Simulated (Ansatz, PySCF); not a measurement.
Constitutional and geometric isomers with formula C3H5Cl. Isolated molecules, 0 K electronic values unless said otherwise. Strings in code marks are SMILES.

Quantity: electronic energy of isomers of C3H5Cl relative to `C=C(C)Cl`, in kJ/mol.

Level 1: PBE0-D3(BJ)/def2-TZVP (PySCF)
Level 2: B3LYP/LANL2DZ // PBE0-D3(BJ)/def2-TZVP (PySCF)
Level 3: PBE/6-31G* // PBE0-D3(BJ)/def2-TZVP (PySCF)
Level 4: HF/cc-pVTZ // PBE0-D3(BJ)/def2-TZVP (Ansatz, a quantum-chemistry and plane-wave program)

| species | level 2 | level 3 | level 4 |
|---|---|---|---|
| `C/C=C\Cl` | 6.10 | 3.10 | 6.21 |
| `ClC1CC1` | 60.0 | 32.27 | 48.3 |
| `C/C=C/Cl` | 9.01 | 4.62 | 5.91 |

What does level 1 give for each, and how far do the other levels lie from it on average?


- `C/C=C\Cl`: 4.85
- `ClC1CC1`: 31.91
- `C/C=C/Cl`: 7.74
Mean absolute difference from level 1, which has limits of its own, over these rows (drawn at random from the members that have all these levels): level 2 10.20 kJ/mol, level 3 1.75 kJ/mol, level 4 6.52 kJ/mol.
